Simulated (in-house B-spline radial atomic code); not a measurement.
How numerical settings move a run on Pd VI (Pd5+), [Kr] 4d5. Computed with a B-spline radial code for spherical atoms: scalar-relativistic (X2C) Hartree-Fock, spin-polarised, averaged over the determinants with the given up and down occupations, Fermi nucleus of rms radius 4.5318 fm.

Command:
```bash
python run_scf.py task.json out
```
Settings of the sound reference run:
```
Z                46
electrons        41
configuration    [Kr] 4d5
hamiltonian      x2c
method           hf
spin_polarised   True
nucleus          fermi
rms_radius       4.5318
mass_number      106
atomic_mass      105.9035
speed_of_light   137.036
knot_spacing     0.22
spline_order     8
gauss_points     12
box_radius       10.53
max_iterations   70
damping          0.5
damped_steps     3
diis_vectors     10
tolerance        1e-08
start            Thomas-Fermi
```

Time taken, with all properties: 0.39 s on 1 thread of Intel(R) Xeon(R) Platinum 8375C CPU @ 2.90GHz, on a shared host.

It converges in 10 iterations to -5036.841963 hartree, with 4d up at -85.0269 eV. The other runs change the listed settings, some to values that make no sense; their results aren't properties of the atom or ion. Radii are in bohr (the nuclear one in fm), a minus after a letter asks for a j subshell, and «unchanged» means within 1e-8 hartree. The run stops when the residual is below 10 × tolerance × max(1, Z/10), or a noise floor if that is larger, and the energy moves by less than 1e-8 × √|E| hartree; so very loose and very tight tolerances often act alike.

| changed settings | outcome |
| --- | --- |
| box_radius = 0.63 | converged in 8 iterations, energy +6.77e+02 hartree from the reference, 4d up level +1.5e+03 eV (the program warns: 4d up has a positive eigenvalue: unbound, held by the box; 3d up has a positive eigenvalue: unbound, held by the box) |
| max_iterations = 2 | not converged after 2 iterations, last residual 2.6e-01, last energy +1.51e+00 hartree from the reference |
| box_radius = 2.11 | converged in 10 iterations, energy +1.60e+00 hartree from the reference, 4d up level +1.2e+01 eV (the program warns: 4d up reaches the box edge; 3d up reaches the box edge) |
| box_radius = 21.06 | converged in 10 iterations, energy +1.42e-08 hartree from the reference |
| box_radius = 42.12 | converged in 10 iterations, energy +4.81e-07 hartree from the reference, 4d up level +6.5e-07 eV |
| damped_steps = 1 | converged in 9 iterations, energy unchanged, 4d up level -7.5e-07 eV |
| box_radius = 0.42 | converged in 8 iterations, energy +2.52e+03 hartree from the reference, 4d up level +4.2e+03 eV (the program warns: 4d up has a positive eigenvalue: unbound, held by the box; 3s up has a positive eigenvalue: unbound, held by the box) |
| box_radius = 3.16 | converged in 10 iterations, energy +3.72e-02 hartree from the reference, 4d up level +5.5e-01 eV (the program warns: 4d up reaches the box edge; 4s up reaches the box edge) |
| damped_steps = 8 | converged in 14 iterations, energy unchanged |
| max_iterations = 5 | not converged after 5 iterations, last residual 9.8e-03, last energy +1.75e-03 hartree from the reference |
| gauss_points = 6, max_iterations = 100, diis_vectors = 0 | converged in 25 iterations, energy -1.37e-07 hartree from the reference, 4d up level +3.4e-07 eV |
| gauss_points = 5, max_iterations = 60, damping = 0.2 | converged in 9 iterations, energy +1.24e-08 hartree from the reference, 4d up level +6.7e-06 eV |
| box_radius = 1.58 | converged in 9 iterations, energy +1.12e+01 hartree from the reference, 4d up level +5.6e+01 eV (the program warns: 4d up reaches the box edge; 3s up reaches the box edge) |
| damped_steps = 0 | converged in 9 iterations, energy unchanged, 4d up level -4.0e-07 eV |
| box_radius = 5.26, first_knot = 0.00217, max_iterations = 75, diis_vectors = 2 | converged in 12 iterations, energy +3.57e-02 hartree from the reference, 4d up level +2.8e-04 eV (the program warns: 4d up reaches the box edge) |
| box_radius = 1.05 | converged in 8 iterations, energy +9.07e+01 hartree from the reference, 4d up level +2.9e+02 eV (the program warns: 4d up has a positive eigenvalue: unbound, held by the box; 4s up has a positive eigenvalue: unbound, held by the box) |
| box_radius = 5.26 | converged in 10 iterations, energy +1.14e-05 hartree from the reference, 4d up level +3.7e-04 eV (the program warns: 4d up reaches the box edge) |

(1) What happens with max_iterations = 3?

(2) What happens with electrons = 42, configuration = [Kr] 4d5 3f1, max_iterations = 100?

(3) What happens with max_iterations = 12?

(4) What happens with knot_spacing = 1.4, spline_order = 4, max_iterations = 100, damping = 0?

Results:

(1) Not converged after 3 iterations, last residual 8.7e-02, last energy +1.50e-01 hartree from the reference.

(2) Stopped with error: there is no 3f shell.

(3) Converged in 10 iterations, energy unchanged.

(4) Converged in 10 iterations, energy +5.29e+02 hartree from the reference, 4d up level -3.4e+01 eV.
